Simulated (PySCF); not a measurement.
Delta-SCF ions had no search for a lower state. Excitations are Tamm–Dancoff values on a coarser integration grid. The basis has no diffuse functions, so Rydberg states are missing or too high.

**CH5NSi, SMILES `C=[SiH]N` (C–Si–N–H torsion 180°) (charge 0, multiplicity 1)**

These are r2SCAN-D4/def2-TZVP run with PySCF 2.14.0 values and carry that method's errors.

```yaml
HOMO: -4.85 eV
dipole_moment: 2.72 D
LUMO: -0.54 eV
HOMO–LUMO gap: 4.31 eV
S1 excitation (TDA): 5.16 eV
S1 oscillator strength: 0.011
brightest of the four lowest singlets (TDA): 5.76 eV
T1 excitation (TDA): 3.13 eV
S1–T1 gap (TDA): 2.02 eV
vertical ionisation energy (Delta-SCF): 7.68 eV
total_energy: -10484.52 eV
cost: about 7 core-minutes (a rough figure)
```

```xyz
8

C     -1.4902    -0.3261     0.0717
Si    -0.0338     0.5000    -0.1939
N      1.4751    -0.1825    -0.5507
H     -2.3857     0.2432     0.2912
H     -1.6087    -1.4018     0.0406
H      0.1028     1.9687    -0.1450
H      2.3027     0.3701    -0.6952
H      1.6378    -1.1717    -0.6387
```
